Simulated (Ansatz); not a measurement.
`CC(F)(F)[SiH2]F` + CH₃OH → `COC(C)(F)F` + `F[SiH3]`  (substitution at a C–Si bond)

Calculated with Ansatz (gas phase, PBE0-D4/def2-TZVP geometries, no zero-point term in ΔE). CBS: MP2 limit from def2 TZ/QZ plus the TZ coupled-cluster correction, frozen cores. This one scheme is used for every species. DFT in def2-TZVPP. B3LYP here is the variant with VWN-RPA as its local correlation; programs differ in this. Each species was taken in one conformer, which may not be the lowest.

`CC(F)(F)[SiH2]F`:

Z-matrix (Å, degrees):
```
C
C 1 1.500
H 1 1.092 2 109.2
H 1 1.091 2 110.0 3 -119.9
H 1 1.091 2 110.2 3 119.9
F 2 1.373 1 109.0 3 56.5
F 2 1.379 1 109.2 3 -58.9
Si 2 1.916 1 117.2 3 -179.5
F 8 1.598 2 107.9 1 -55.0
H 8 1.478 2 109.5 1 -173.9
H 8 1.481 2 109.1 1 62.6
```

CH₃OH:

```xyz
6

C     0.032   -0.273   -0.227
O    -0.140    0.366    1.017
H     0.015   -1.347   -0.040
H     0.993   -0.024   -0.695
H    -0.774   -0.037   -0.933
H    -0.126    1.314    0.878
```

`COC(C)(F)F`:

Cartesian coordinates in Å:
```
C 0.145 -0.266 -1.612
O 0.887 0.443 -0.638
C 0.646 0.114 0.660
C -0.767 0.298 1.149
F 1.027 -1.182 0.883
F 1.485 0.882 1.381
H 0.575 0.006 -2.574
H -0.911 0.021 -1.603
H 0.236 -1.346 -1.472
H -0.799 0.088 2.218
H -1.080 1.326 0.970
H -1.444 -0.385 0.638
```

`F[SiH3]`:

```xyz
5

F    -0.582    0.769   -1.225
Si    0.015   -0.020    0.032
H    -0.227   -1.468   -0.169
H    -0.674    0.459    1.253
H     1.468    0.259    0.110
```

CCSD(T)/CBS gives -3.6 kcal/mol.

Problem. Another level gave -3.0 kcal/mol. Which?
A. B3LYP-D4/def2-TZVPP
B. HF/def2-TZVPP
C. B2PLYP/def2-TZVPP
D. SCS-MP2/def2-TZVPP

Solution. A. B3LYP-D4 -3.0, SCS-MP2/def2-TZVPP -5.1, B2PLYP -4.1, HF/def2-TZVPP -8.3 kcal/mol.

Largest T1 diagnostic among the species: 0.012.

In def2-TZVPP, CCSD(T) changes the Hartree–Fock value by +3.0 kcal/mol (the triples alone add +0.1 kcal/mol) and MP2 by +3.4 kcal/mol. From PBE to PBE0 (25 % exact exchange), in def2-TZVPP and without D4, ΔE moves by −1.7 kcal/mol.
